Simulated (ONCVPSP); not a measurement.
## tellurium (Te): excitation energies, all-electron against ONCV

```
Element                 : Te
Generator               : ONCVPSP 4.0.1
Type                    : optimised norm-conserving Vanderbilt (ONCV)
Functional              : PBE
Relativity              : scalar-relativistic
Frozen core             : [Ar] 3d10
Valence charge          : 24
Reference configuration : 4s2 4p6 4d10 5s2 5p2 (charge +2)
Partial waves           : 4s+5s: rc 1.40 bohr, ncon 4, nbas 7, qcut 8 1/bohr, 2 projectors; 4p+5p: rc 1.30 bohr, ncon 5, nbas 8, qcut 12.9 1/bohr, 2 projectors; 4d: rc 1.20 bohr, ncon 4, nbas 8, qcut 11.1 1/bohr, local
Local potential         : the d channel
Core correction         : Teter function, fcfact 5.25, rcfact 1.05
```

Energies are relative to the spin-unpolarised reference configuration 4s2 4p6 4d10 5s2 5p2; without spin polarisation the order of configurations can differ from experiment.

Q: Give the all-electron excitation energy and the error of the potential for: 4s2 4p6 4d10 5s2 5p4; 4s2 4p6 4d10 5s2 5p3; 4s2 4p6 4d10 5s2 5p1; 4s2 4p6 4d9 5s2 5p4.

A:

```json
{"valence configuration": "4s2 4p6 4d10 5s2 5p4", "charge": "0", "ΔE all-electron (eV)": "-27.654", "error AE − PS (meV)": "+6.2"}
{"valence configuration": "4s2 4p6 4d10 5s2 5p3", "charge": "+1", "ΔE all-electron (eV)": "-17.925", "error AE − PS (meV)": "+4.1"}
{"valence configuration": "4s2 4p6 4d10 5s2 5p1", "charge": "+3", "ΔE all-electron (eV)": "26.898", "error AE − PS (meV)": "-6.2"}
{"valence configuration": "4s2 4p6 4d9 5s2 5p4", "charge": "+1", "ΔE all-electron (eV)": "21.600", "error AE − PS (meV)": "+1.3"}
```

Levels in the configuration 4s2 4p6 4d10 5s2 5p1:

| level | all-electron (eV) | pseudo (eV) |
| --- | --- | --- |
| 4s | -195.272 | -195.282 |
| 4p | -145.261 | -145.260 |
| 4d | -72.339 | -72.338 |
| 5s | -42.693 | -42.694 |
| 5p | -31.607 | -31.606 |
